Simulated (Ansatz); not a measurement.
The cluster MnF2⁻. Total charge -1; triplet. Geometry PBE0-D4/def2-TZVP, that of the neutral doublet; atoms count from 1.

```xyz
3

Mn   -0.0001    0.0001   -0.0001
F    -1.0709   -1.1395   -0.7972
F     1.0710    1.1394    0.7973
```

The charge -1 triplet is spin-contaminated (final ⟨S²⟩ up to 3.00, 2.00 for a pure state). The highest occupied level of the charge -1 triplet lies above zero (up to 0.70 eV). It is a level of β spin, whose loss leaves a quartet; that state wasn't run at this geometry and level. The electron is either unbound and held by the finite basis, or the level is raised by self-interaction error. The structure comes from a short search, and lower isomers may exist.

Question: Estimate the Mulliken populations from the PBE0/def2-TZVPD orbitals of Ansatz.

Answer: 
```tsv
atom	charge (e)	spin (α − β)	d electrons
Mn1	0.17	1.76	5.31
F2	-0.59	0.12	–
F3	-0.59	0.12	–
```
Mulliken values and Mayer orders depend strongly on the basis. With diffuse functions, as here, like atoms can get unlike values, and bond orders can come out too low or too high.

Question: Where does the spin sit?

Answer: Summed by element: Mn 1.76, F 0.24, of 2 unpaired in all. Largest on single atoms: Mn1 1.76, F3 0.12, F2 0.12.
